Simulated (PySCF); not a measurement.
FH5OSi3, SMILES [SiH]1(F)[SiH2]O[SiH2]1.

Coordinates come from a PBE0-D3(BJ)/def2-SVP optimisation. The structure was generated by enumeration, and PubChem lists no compound with its InChIKey, so it may never have been made.

Computed with PBE0-D3(BJ)/def2-SVP in PySCF.

Frequencies are harmonic and unscaled.

```tsv
mode	ν (cm⁻¹)	IR (km/mol)	moving atoms (share of kinetic energy)
1	79	4.3	O 49 %, F 19 %, H 16 %, Si 16 %
2	165	5.5	F 49 %, Si 37 %, H 14 %
3	171	6.1	Si 34 %, F 31 %, H 29 %
4	334	5.8	Si 62 %, O 25 %
5	385	1.5	H 53 %, Si 47 %
6	424	11.1	Si 69 %, H 20 %
7	442	8.3	Si 53 %, H 44 %
8	515	22.3	H 62 %, Si 34 %
9	615	20.4	H 81 %, Si 16 %
10	693	0.0	H 94 %
11	696	13.7	H 51 %, O 29 %, Si 20 %
12	709	25.4	H 61 %, O 25 %, Si 13 %
13	749	46.3	H 75 %, Si 20 %
14	803	55.6	H 85 %, F 11 %
15	873	402.2	H 37 %, Si 30 %, F 26 %
16	915	40.1	H 37 %, Si 35 %, F 23 %
17	921	408.4	O 46 %, H 35 %, Si 19 %
18	944	26.1	H 80 %, O 19 %
19	969	4.8	H 89 %, Si 9 %
20	2225	86.5	H 97 %
21	2229	206.2	H 98 %
22	2238	9.8	H 98 %
23	2240	0.8	H 96 %
24	2243	264.7	H 96 %
```
